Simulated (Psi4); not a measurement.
CH$_{5}$AlO$_{2}$ (SMILES [CH3][Al]([OH])[OH]), singlet, geometry from GFN2-xTB (such geometries of metal compounds can be far from the true shape). Base run: PBE/STO-3G (Psi4).

The Psi4 input:
```
memory 2 GB

molecule mol {
0 1
Al    0.077495    0.072760    0.005579
C    -1.429124   -1.224157   -0.136255
H    -1.103574   -2.145534   -0.615245
H    -2.255784   -0.816331   -0.712402
H    -1.800166   -1.498175    0.849291
O    -0.039166    1.511442   -0.787356
H    -0.099529    2.338246   -1.240171
O     1.375252   -0.372392    0.916601
H     2.137670   -0.591536    1.429574
}

set {
  basis sto-3g
  reference rks
}

energy('pbe')
print_variables()
```

Each row names what was changed in the base input (with any setting that the change needs).

```tsv
change	ΔE vs base (eV)	point group used	SCF cycles
base	0.00	c1	9
molecule keys = symmetry c1, no_reorient, no_com	0.00	c1	9
molecule keys = no_reorient	0.00	c1	9
molecule keys = symmetry c1	0.00	c1	9
jitter_ang = 0.002	0.00	c1	9
```
